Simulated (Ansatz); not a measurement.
Born–Oppenheimer molecular dynamics of CH₆Sn (8 atoms, charge 0, multiplicity 1). It starts from a relaxed structure.

The calculation used RKS B3LYP-D4/def2-SVPD (Ansatz).

| Quantity | Value |
| --- | --- |
| ensemble | NVE (velocity Verlet) |
| time step | 0.5 fs |
| steps asked | 150 |
| starting velocities drawn for | 500 K |
| seed | 484784 |

First frame:

```xyz
8
Properties=species:S:1:pos:R:3
Sn 0.004 0.007 0.003
H 0.367 -0.163 1.676
H 1.472 0.236 -0.864
H -0.992 1.392 -0.212
C -1.018 -1.764 -0.720
H -1.947 -1.920 -0.155
H -1.264 -1.649 -1.784
H -0.376 -2.646 -0.597
```

Q: How far do the bonds stretch over the last three quarters of this one trajectory? (Pairs bonded in most of those frames.)

A: 
| bond | mean (Å) | spread (Å) | shortest | longest |
| --- | --- | --- | --- | --- |
| Sn1–H2 | 1.721 | 0.006 | 1.71 | 1.73 |
| Sn1–H3 | 1.730 | 0.051 | 1.65 | 1.80 |
| Sn1–H4 | 1.721 | 0.038 | 1.66 | 1.78 |
| Sn1–C5 | 2.167 | 0.047 | 2.09 | 2.24 |
| C5–H6 | 1.101 | 0.020 | 1.07 | 1.13 |
| C5–H7 | 1.104 | 0.024 | 1.06 | 1.15 |
| C5–H8 | 1.101 | 0.016 | 1.08 | 1.13 |

Mean temperature of the second half: 251 K. The conserved energy stayed within 0.23 meV per atom of its start (net change 0.11 meV per atom), so the integration is sound. Over the second half the temperature averaged 0.50 of the 500 K drawn at the start: a run that starts near a minimum puts about half its kinetic energy into the potential. A run of 0.075 ps of so small a system gives no equilibrium averages.

Time of the run: 6 min on 2 threads of Arm Neoverse V1, with other jobs on the host, peak memory 0.2 GiB.
